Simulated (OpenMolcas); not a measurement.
## As I: effect of the level shift or regulariser

```yaml
Program: OpenMolcas
Basis: ANO-RCC-VDZP [5s4p2d]
Scalar_Hamiltonian: DKH2, point nucleus
Active_space: 3 electrons in 3 orbitals (4p)
State_averaging: 2S+1 = 4 odd, 1 root; 2S+1 = 2 odd, 8 roots
Spin-orbit_coupling: state interaction with AMFI integrals over the reference wave functions, term energies averaged over their components
```

Methods on the same reference wave functions:
A. CASSCF
B. SS-CASPT2, IPEA 0.25 Eh, imaginary shift 0.1 Eh (closed shells correlated: 3d 4s)
C. SS-CASPT2, IPEA 0.25 Eh, imaginary shift 0.3 Eh (closed shells correlated: 3d 4s)

Energies in cm⁻¹ above 4s² 4p³ ⁴S°_3/2, the measured ground level; measured values from NIST Handbook of Basic Atomic Spectroscopic Data.

```csv
Level,A,B,C,Measured
4s² 4p³ ⁴S°_3/2,0.0,0.0,0.0,0.0
4s² 4p³ ²D°_3/2,14442,12970,12980,10593
4s² 4p³ ²D°_5/2,14628,13190,13200,10915
4s² 4p³ ²P°_1/2,24156,21180,21200,18186
4s² 4p³ ²P°_3/2,24406,21470,21490,18648
```

Deviations, from unrounded energies. A percentage is the sum of absolute deviations over the sum of measured energies, with the sign that they share, or ± where signs differ.

```
                        Against measurement  Levels      A      B      C
             mean absolute deviation (cm-1)       4   4800   2600   2600
other terms of the ground configuration (%)       4  +33.1  +17.9  +18.0
```

B, C lie about equally close to measurement and A furthest from it. The largest miss of B in the table is 4s² 4p³ ²P°_1/2, by +3000 cm-1. The ranking rests on the paired levels alone, and a cruder setting can come out closer through cancelling errors.

Between B and C the level of the table that moves most is 4s² 4p³ ²P°_1/2, by 23 cm-1 (lowest in B, highest in C). Moves below CASPT2's spread within the term are not significant.

The mean deviations of B to C differ by less than CASPT2's widest spread within a term (200 cm-1), so their order carries little weight.

From A to B the spin-free energies of the other terms of 4s² 4p³ shown, above ⁴S°, scale by factors of 0.88 to 0.90.

The lowest spin-free term lies below A's lowest term by 0.068 hartree in B, 0.068 hartree in C.

Term energies are means over components that CASPT2 splits; among the terms shown or strongly mixed into the levels shown the widest spread is 200 cm-1 (4s² 4p³ ²D°, B). With the s shell closed, the reference lacks s² → p² mixing. Without dynamic correlation excited terms often stand tens of per cent too high (terms of higher spin than the ground term too low), and those without a measured partner can miss by more than the paired ones (holds for A). Some terms miss by over 15 % even with CASPT2, which points to a basis or an active space too small for the shells correlated (holds for B; C). Computed and measured levels are paired by configuration, term and J; levels that our copy of the source lacks, or whose pairing is in doubt (as where it misses far off the trend of its configuration), stay unpaired and out of the deviations. Levels of configurations outside the active space are missing.

° marks odd parity.
